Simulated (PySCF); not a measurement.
Consider trichlorosilane, `Cl[SiH](Cl)Cl` (Cl3HSi). Non-hydrogen atoms are numbered in `[Cl:1][SiH:2]([Cl:3])[Cl:4]`.

These are calculated values, M06-2X/def2-TZVP in PySCF (grid level 3) at geometries from PBE0-D3(BJ)/def2-SVP. Zero-point and thermal terms (298.15 K, 1 bar) come from unscaled PBE0-D3(BJ)/def2-SVP harmonic frequencies, with soft modes damped to free rotors in the entropy.

Question: Rank these bonds by dissociation enthalpy, weakest first.
A. Cl1–Si2
B. Si2–H

Answer: B (372 kJ/mol), A (457 kJ/mol).

Question: For Cl1–Si2, what are ΔE (electronic) and ΔG(298 K) of the homolysis?

Answer: ΔE = 462 and ΔG = 412 kJ/mol, beside ΔH = 457 kJ/mol. The radicals are Cl• and `Cl[SiH]Cl`.

Note: spin-orbit coupling is left out of the energies, which matters for open shells on the heavier atoms.

---

Consider tetramethylgermane, `[CH3][Ge]([CH3])([CH3])[CH3]` (C4H12Ge). Non-hydrogen atoms are numbered in `[CH3:1][Ge:2]([CH3:3])([CH3:4])[CH3:5]`.

These are calculated values, M06-2X/def2-TZVP in PySCF (grid level 3) at geometries from PBE0-D3(BJ)/def2-SVP. Thermal corrections: GFN2-xTB frequencies, unscaled, ideal gas at 298.15 K and 1 bar, quasi-RRHO entropy. These were taken at the GFN2-xTB minima.

Rank these bonds by dissociation enthalpy, weakest first.
A. C1–Ge2
B. C1–H

A (331 kJ/mol), B (423 kJ/mol).

For C1–H, what are ΔE (electronic) and ΔG(298 K) of the homolysis?

ΔE = 453 and ΔG = 386 kJ/mol, beside ΔH = 423 kJ/mol. The radicals are `[CH2][Ge]([CH3])([CH3])[CH3]` and H•.

Known limits: spin-orbit coupling is left out of the energies, which matters for open shells on the heavier atoms; atoms from Ga to Kr are treated without relativity.

---

Consider methallyl alcohol, `C=C(C)CO` (C4H8O). Atom numbers as in the mapped SMILES `[CH2:1]=[C:2]([CH3:3])[CH2:4][OH:5]`.

Computed at ωB97X-D3(BJ)/def2-TZVP // GFN2-xTB with PySCF (density fitting, grid level 2). Zero-point and thermal terms (298.15 K, 1 bar) come from unscaled GFN2-xTB harmonic frequencies, with soft modes damped to free rotors in the entropy.

Task: Rank these of its sites by proton affinity, highest first.
A. C1 (alkene carbon)
B. O5 (hydroxyl oxygen)

Result: A (839 kJ/mol), B (794 kJ/mol).

Task: For O5 (hydroxyl oxygen), what are ΔE (electronic) and ΔG(298 K) of removing the proton again?

Result: ΔE = 815 and ΔG = 764 kJ/mol, beside ΔH = 794 kJ/mol. The protonated species is `C=C(C)C[OH2+]`.

Note: protonation at a multiple bond is drawn as the open cation; a hydrogen-bridged form may lie lower, and the ion may have rearranged by a hydride shift.
